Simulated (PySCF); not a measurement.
# C2H9BSi2

C2H9BSi2 is a carbene (divalent C), neutral, singlet. The structure, one conformer, was relaxed in the gas phase by PBE0-D3(BJ)/def2-SVP. No frequency run checks that it is a minimum.

Singlet and triplet of such a carbene can lie close, so the singlet may not be the ground state, and shieldings that rest on so small a gap are unreliable.

SMILES: [SiH3]B[C]C[SiH3]

```xyz
14

C    -0.467   -0.617   -0.203
C     0.358   -0.526    1.042
Si    2.014    0.319    0.671
B    -0.680   -1.334   -1.358
Si   -1.751    0.705   -0.595
H     0.570   -1.530    1.446
H    -0.151    0.031    1.846
H     1.775    1.680    0.101
H     2.829    0.455    1.919
H     2.774   -0.498   -0.322
H    -0.941   -1.884   -2.378
H    -2.820    0.739    0.451
H    -2.382    0.381   -1.916
H    -1.134    2.065   -0.689
```
(Å; atoms numbered from 1)

Shieldings: GIAO PBE0/pcSseg-1. Shifts are against computed references at the same level: C TMS (σ 184.4 ppm), H TMS (σ 31.27 ppm), Si TMS (σ 352.0 ppm). Core levels by delta-SCF with SCAN, pcX-2 on the ionised atom and pcseg-1 elsewhere, spin-free X2C (2p3/2 is the spin-free 2p value less a third of a first-order spin-orbit splitting); from the vacuum level, for chosen atoms.

(1) Give the NMR and core-level values of the distinct atoms.

(2) Which of Si3, Si5 holds its core electrons tightest, and by how much against the loosest?

(3) By CAM-B3LYP/def2-SVPD (TDDFT singlets, Tamm-Dancoff triplets, ionisation by delta-SCF), where does absorption start, and what does vertical ionisation take?

Answers

(1) 
```json
{"atoms": "C1", "bonded to": "1 B + 1 C + 1 Si", "σ (ppm)": "126.7", "δ (ppm)": "57.7", "core level (eV)": "1s 289.53"}
{"atoms": "C2", "bonded to": "1 C + 1 Si + 2 H", "σ (ppm)": "178.0", "δ (ppm)": "6.4", "core level (eV)": "1s 290.63"}
{"atoms": "Si3", "bonded to": "1 C + 3 H", "σ (ppm)": "415.7", "δ (ppm)": "-63.7", "core level (eV)": "2p3/2 106.53"}
{"atoms": "B4", "bonded to": "1 C + 1 Si + 1 H", "σ (ppm)": "58.3", "δ (ppm)": "-", "core level (eV)": "-"}
{"atoms": "Si5", "bonded to": "1 B + 1 C + 3 H", "σ (ppm)": "457.0", "δ (ppm)": "-105.0", "core level (eV)": "2p3/2 106.78"}
{"atoms": "H6", "bonded to": "1 C", "σ (ppm)": "28.86", "δ (ppm)": "2.41", "core level (eV)": "-"}
{"atoms": "H7", "bonded to": "1 C", "σ (ppm)": "30.29", "δ (ppm)": "0.98", "core level (eV)": "-"}
{"atoms": "H8 H9 H10", "bonded to": "1 Si", "σ (ppm)": "27.30", "δ (ppm)": "3.96", "core level (eV)": "-"}
{"atoms": "H11", "bonded to": "1 B", "σ (ppm)": "27.03", "δ (ppm)": "4.24", "core level (eV)": "-"}
{"atoms": "H12", "bonded to": "1 Si", "σ (ppm)": "27.11", "δ (ppm)": "4.16", "core level (eV)": "-"}
{"atoms": "H13", "bonded to": "1 Si", "σ (ppm)": "26.88", "δ (ppm)": "4.38", "core level (eV)": "-"}
{"atoms": "H14", "bonded to": "1 Si", "σ (ppm)": "26.99", "δ (ppm)": "4.28", "core level (eV)": "-"}
```

Values are those of this one static structure, with the three H of a rotating XH3 group averaged; atoms that internal rotation interchanges would show their mean in an NMR spectrum.

Core levels of B4 are left out, their hole states being strongly spin-contaminated.

(2) Si5 (bonded to 1 B + 1 C + 3 H), by 0.25 eV over Si3 (bonded to 1 C + 3 H).

(3) The lowest singlet lies at 3.65 eV (f 0.002), the strongest of the first 6 at 6.78 eV (f 0.198), the lowest triplet at 3.29 eV; vertical ionisation takes 8.45 eV.
